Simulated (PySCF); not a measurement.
C₇H₁₁PS.
Structure used (PBE0-D3(BJ)/def2-SVP), in Å, numbered top down from 1:
```
atom  x, y, z in Å
C1     3.8974   -0.4477   -0.0451
C2     2.4791   -0.0549    0.2295
P3     1.9731    1.0927    1.4045
C4     0.2518    0.8952    1.0442
C5    -0.1036    0.0039    0.0682
C6    -1.4961   -0.3093   -0.4282
C7    -2.4048   -0.7578    0.7142
C8    -2.0838    0.8812   -1.1863
S9     1.2251   -0.8044   -0.6713
H10    4.5818    0.1696    0.5536
H11    4.1629   -0.3129   -1.1062
H12    4.0857   -1.5032    0.2124
H13   -0.5105    1.4675    1.5809
H14   -1.4096   -1.1500   -1.1386
H15   -1.9842   -1.6272    1.2403
H16   -2.5392    0.0492    1.4514
H17   -3.4006   -1.0318    0.3329
H18   -3.0792    0.6357   -1.5879
H19   -1.4360    1.1770   -2.0247
H20   -2.1911    1.7526   -0.5215
```

Theory: PySCF 2.14.0, delta-SCF UKS SCAN, pcX-2 on the ionised atom, pcseg-1 elsewhere, spin-free X2C. Each binding energy is the total energy of the core-ionised species, with the hole localised on one atom, minus that of the ground state; both are solved self-consistently, so orbital relaxation is included.

Some binding energies are withheld.

```json
{"atom(s)": "C1", "bonded to": "C and 3 H", "level": "C 1s", "binding energy (eV)": "290.92"}
{"atom(s)": "C2", "bonded to": "S (aromatic in the SMILES), C and P (aromatic in the SMILES)", "level": "C 1s", "binding energy (eV)": "290.33"}
{"atom(s)": "C4", "bonded to": "C (aromatic in the SMILES), H and P (aromatic in the SMILES)", "level": "C 1s", "binding energy (eV)": "289.69"}
{"atom(s)": "C5", "bonded to": "S (aromatic in the SMILES), C (aromatic in the SMILES) and C", "level": "C 1s", "binding energy (eV)": "?"}
{"atom(s)": "C6", "bonded to": "3 C and H", "level": "C 1s", "binding energy (eV)": "?"}
{"atom(s)": "C7/C8", "bonded to": "C and 3 H", "level": "C 1s", "binding energy (eV)": "290.53"}
{"atom(s)": "P3", "bonded to": "2 C (aromatic in the SMILES)", "level": "P 1s", "binding energy (eV)": "2148.97"}
{"atom(s)": "P3", "bonded to": "2 C (aromatic in the SMILES)", "level": "P 2p3/2", "binding energy (eV)": "135.44"}
{"atom(s)": "S9", "bonded to": "2 C (aromatic in the SMILES)", "level": "S 1s", "binding energy (eV)": "?"}
```

(1) What is the S 1s binding energy of S9?

(2) Fill in C 1s for C6.

(3) Fill in C 1s for C5.

## Answers

(1) 2477.55 eV (thiophene-type sulfur).

(2) 290.90 eV (benzylic-type carbon). The nearest listed C 1s value is that of C1; the shift against it is -0.02 eV.

(3) 290.53 eV (substituted aromatic carbon). The nearest listed C 1s value is that of C7/C8; the shift against it is 0.00 eV.

The listed C 1s values span 1.23 eV, from C4 (bonded to C (aromatic in the SMILES), H and P (aromatic in the SMILES)) to C1 (bonded to C and 3 H). Summing the Pauling electronegativity differences to the bonded atoms, each weighted by its formal bond order, gives -0.89 for the lowest site and -1.05 for the highest; the largest sum, +0.05, belongs to C5, 0.39 eV below the top. The smallest sum, -1.05, belongs to C7/C8, 0.84 eV above the lowest. The values 290.53 and 290.53 eV; the values 290.90 and 290.92 eV lie too close for their order to be trusted.

Which photon energy gives electrons from S 1s of S9 a kinetic energy of 20 eV, and what is their de Broglie wavelength?

hν = 2477.55 + 20 = 2497.55 eV, recoil neglected; λ = 12.264 Å/√(E/eV) = 2.74 Å.

One atom of each set of topologically equivalent atoms was ionised and stands for the set; in this conformer not all members are related by symmetry, and their own values weren't computed. Not every level is listed. 2p3/2 and 2p1/2 are the ΔSCF energy of one spin-free 2p hole plus the eigenvalues of a spin–orbit and ligand-field matrix of the shell. 2p1/2 minus 2p3/2 (ligand field included): P 0.89 eV. Isolated species at its PBE0-D3(BJ)/def2-SVP geometry (one conformer only).
